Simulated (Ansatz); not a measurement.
Consider the ligand exchange at the Sn–C bond: `[SiH3]B[CH2][SnH3]` + HI → `[SnH3][I]` + `CB[SiH3]`.

Gas-phase electronic energies from Ansatz, PBE0-D4/def2-TZVP geometries. CBS: MP2 limit from def2 TZ/QZ plus the TZ coupled-cluster correction, frozen cores. DFT in def2-TZVPP. B3LYP here is the variant with VWN-RPA as its local correlation; programs differ in this. Elements past krypton have def2 core potentials. For I, Sn outer-core shells are correlated without core-valence functions, which leaves a few kJ/mol of doubt a bond. Each species was taken in one conformer, which may not be the lowest.

```tsv
level	ΔE (kJ/mol)	difference from CCSD(T)/CBS
B3LYP-D4	-97.1	-6.3
r2SCANh-D4	-97.6	-6.8
CAM-B3LYP-D4	-98.4	-7.6
PBE-QIDH	-95.5	-4.7
PBE	-94.0	-3.2
BLYP	-103.6	-12.8
LC-ωPBE	-99.9	-9.1
SCS-MP2/def2-TZVPP	-87.2	3.6
CCSD(T)/def2-TZVPP	-80.1	10.7
CCSD/CBS(def2)	-97.9	-7.1
CCSD(T)/CBS	-90.8	0
```

Largest T1 diagnostic among the species: 0.013.

Leaving LDA and LC-ωPBE aside and taking each functional with its dispersion term where it has one, the values, not all of them listed here, spread over 22.7 kJ/mol, from BHLYP-D4 to revPBE-D4. LDA lies +14.8 kJ/mol from PBE without D4. In def2-TZVPP, CCSD(T) changes the Hartree–Fock value by +53.6 kJ/mol (the triples alone add +7.0 kJ/mol) and MP2 by +52.0 kJ/mol.
